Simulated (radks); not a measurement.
Results of a calculation; reference values are marked as such.
Ionisation ladder of phosphorus, from P I to P III. Each ion is in the ground configuration listed by NIST, and IE = E(next ion) - E(this ion). Level of theory: scalar-relativistic Kohn-Sham, PBE, spin-polarised, spherical densities, point nucleus; open shells are filled with parallel spins first (a radial shooting solver on a logarithmic mesh with Libxc functionals).

| species | configuration | IE, Delta-SCF (eV) | -e(HOMO) (eV) | HOMO |
|---|---|---|---|---|
| P I | [Ne] 3s2 3p3 | 10.538 | 6.283 | 3p up |
| P II | [Ne] 3s2 3p2 | 19.867 | 15.018 | 3p up |
| P III | [Ne] 3s2 3p1 | ? | 24.868 | 3p up |

Estimate the withheld Delta-SCF values.

Answer. P III: 30.082 eV (NIST 30.203).
